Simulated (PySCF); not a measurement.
Excitation energies in several basis sets

Arsine, AsH3.
SMILES: `[AsH3]`

TDDFT with PBE0 (PySCF), vertical singlets, core orbitals frozen in the response, spherical d and f functions. Isolated species at its PBE0-D3(BJ)/def2-SVP geometry, gas phase. Relativistic effects, spin–orbit coupling among them, are left out although an element past zinc is present.

```csv
basis,functions,diffuse,S1 (eV),S2 (eV),S3 (eV),S4 (eV),S5 (eV),LUMO (eV),α (au)
6-31G*,38,no,7.55,7.55,9.00,9.38,10.33,0.90,25.3
def2-SVP,47,no,7.49,7.49,8.13,9.28,10.05,0.84,27.8
def2-SVPD,62,yes,6.92,7.18,7.18,9.07,9.36,0.47,34.8
aug-cc-pVDZ,63,yes,6.43,7.03,7.03,7.92,7.92,-0.25,35.4
def2-TZVP,66,no,7.30,7.30,7.44,9.15,9.70,0.66,32.2
def2-TZVPD,81,yes,6.75,7.10,7.10,9.00,9.12,0.19,35.6
aug-cc-pVTZ,128,yes,6.43,6.98,6.98,7.78,7.78,-0.28,36.1
```

Problem. Compare the sets with the largest diffuse one.

Solution. States are compared by their number. Against the largest diffuse basis here (aug-cc-pVTZ, itself not a converged limit), sets without diffuse functions differ by up to 1.11 eV in S1 and 2.55 eV in S5; the smaller diffuse sets differ by up to 0.49 and 1.58 eV. State by state, the largest deviation of a set without diffuse functions is S1 1.11, S2 0.57, S3 2.02, S4 1.60, S5 2.55 eV. The same number needn't mean the same state in each row. Against aug-cc-pVTZ the polarisability deviates by -30% in 6-31G*, -23% in def2-SVP, -3% in def2-SVPD, -2% in aug-cc-pVDZ, -11% in def2-TZVP, -1% in def2-TZVPD.
